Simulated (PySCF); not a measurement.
[MnBr4]2-: what the settings change

[MnBr4]2-: Mn(II) (d5), charge -2. The structure is a PBE0-D3(BJ)/def2-SVP, IEF-PCM water geometry optimised for multiplicity 6; coordination tetrahedral, point group Td, metal–donor distances 2.52 Å.

```
5

Mn    0.0000    0.0000    0.0000
Br    1.4528    1.4528    1.4528
Br    1.4528   -1.4528   -1.4528
Br   -1.4528   -1.4528    1.4528
Br   -1.4528    1.4528   -1.4528
```

Method (PySCF 2.14, density fitting): CASSCF(5,5) with orbitals averaged over all microstates of the shell, strongly contracted NEVPT2 on the averaged canonical orbitals; basis x2c-TZVPall on the metal, x2c-SVPall elsewhere; spin-free X2C; IEF-PCM water; spin-orbit coupling by state interaction with the mean-field operator over all roots.

Base run: NEVPT2 ground state 6A1, next 4T1 at 25668, then 4T2 at 26708 cm⁻¹, 10Dq(CASSCF) 2277, B(CASSCF) 1035, ζ 281 cm⁻¹, g 2.002 2.002 2.002, μeff(300 K) 5.92 μB.

(1) What happens with the basis x2c-TZVPall on all atoms?

(2) What happens with orbitals averaged over the highest spin alone?

No frequencies were computed for the optimised geometry.

Answers

(1) NEVPT2 ground state 6A1, next 4T1 at 25583, then 4T2 at 26635 cm⁻¹, 10Dq(CASSCF) 2307, B(CASSCF) 1034, ζ 282 cm⁻¹, g 2.002 2.002 2.002, μeff(300 K) 5.92 μB. It took 43 s against 26 s on a shared host of the same kind.

(2) NEVPT2 ground state 6A1, next 4T1 at 26238, then 4T2 at 27136 cm⁻¹, 10Dq(CASSCF) 2197, B(CASSCF) 1082, ζ 299 cm⁻¹, g 2.002 2.002 2.002, μeff(300 K) 5.92 μB.
